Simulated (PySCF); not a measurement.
SMILES N[SiH2]C#C[Si](O)(O)O (C₂H₇NO₃Si₂) (GFN2-xTB optimised geometry):

```
15

Si    -1.589    -3.347    -3.948
O     -0.395    -3.488    -5.043
O     -2.085    -4.838    -3.530
O     -2.837    -2.567    -4.640
C     -0.992    -2.415    -2.454
C     -0.598    -1.816    -1.480
Si    -0.015    -0.852     0.000
N     -0.477     0.811     0.000
H     -0.170    -2.737    -5.582
H     -1.434    -5.508    -3.350
H     -3.704    -2.658    -4.259
H      1.449    -0.852     0.000
H     -0.631    -1.429     1.196
H     -1.449     1.045     0.119
H     -0.064     1.429    -0.680
```

Calculation: PySCF 2.14.0 with CAM-B3LYP/def2-TZVP.

Question: What are the frontier orbital energies and the dipole moment?

Answer: HOMO-2 -9.69 eV, HOMO-1 -9.38 eV, HOMO -9.03 eV, LUMO 0.45 eV, LUMO+1 0.85 eV; dipole moment 1.11 D.

On the same geometry PBE/def2-TZVP in PySCF gives HOMO-2 -6.95 eV, HOMO-1 -6.75 eV, HOMO -6.19 eV, LUMO -1.46 eV, LUMO+1 -1.16 eV; dipole moment 1.16 D.

Meta-Löwdin charges at CAM-B3LYP/def2-TZVP: Si1 1.52, O2 -0.76, O3 -0.76, O4 -0.76, C5 -0.33, C6 -0.30, Si7 0.80, N8 -0.74, H9 0.36, H10 0.36, H11 0.36, H12 -0.11, H13 -0.11, H14 0.23, H15 0.23.
